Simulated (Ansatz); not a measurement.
Problem. Name a neutral molecule of C, N, O, Si and H with HOMO energy (ωB97M-V/def2-TZVPP) between -9.45 and -9.15 eV and HOMO energy (PBE/def2-TZVPP) between -6.25 and -5.95 eV (Ansatz, PBE0-D4/def2-TZVP geometry).

Solution. `C=CN([SiH3])C=O` (-9.21 eV, -6.01 eV); `C[SiH](N)[SiH2]O` (-9.36 eV, -6.01 eV). Other molecules can fit too; these were computed, each in one conformer that needn't be the lowest.
